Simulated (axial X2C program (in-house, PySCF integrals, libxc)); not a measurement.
# What spin–orbit coupling does to SI

Computed with an axial X2C code built on PySCF integrals. Spin-free means the one-electron spin-free X2C Hamiltonian; two-component (2c) means X2C with spin–orbit coupling and atomic mean-field two-electron Coulomb and Gaunt terms, so the difference of the two also holds small scalar two-electron terms. Basis: I dyall-cv3z [11s12p8d4f1g], S dyall-av3z [9s8p3d2f] (cores contracted in-house); Gaussian nuclei, density fitting, unrestricted open shells. Masses: I 126.904 u, S 31.972 u.

Spin-free state: M_S = 1/2, Λ = 1 (beyond evenly filled blocks: π+α, π+β, π-α); fragments I + S.

| level | Re (Å) | ωe (cm⁻¹) | De (eV) | μ (D) |
| --- | --- | --- | --- | --- |
| LDA | 2.296 | 419.1 | 3.443 | -1.37 |

Dipoles are positive if S is the positive end.

(1) Within this multiplet, which Ω should lie lowest by the rule for regular and inverted multiplets?

Two-component determinant lowest at the distance of the search:

Ω = 3/2 (⟨Sz⟩ = 0.50, ⟨Lz⟩ = 1.00 at LDA); fragments I + S.

| level | Re (Å) | ωe (cm⁻¹) | De (eV) | μ (D) |
| --- | --- | --- | --- | --- |
| LDA | 2.297 | 417.1 | 3.267 | -1.61 |

(2) From the two tables, how do the constants change at the LDA level (2c against spin-free)?

Occupations by symmetry block were frozen at the best pattern of an incomplete PBE0 search. De is counted from the lowest determinant-based energies of the atoms at the same level, without counterpoise correction. Density functionals use the spin component along the axis (collinear). Without a current term, density functionals place determinants with orbital angular momentum somewhat too high.

Answers

(1) The open π shell holds three electrons, one hole, so the multiplet is inverted: Ω = Λ + 1/2 = 3/2. The PBE0 2c search agrees.

(2) At the LDA level Re increases by 0.001 Å and ωe decreases by 2.0 cm⁻¹; De changes by -0.176 eV.
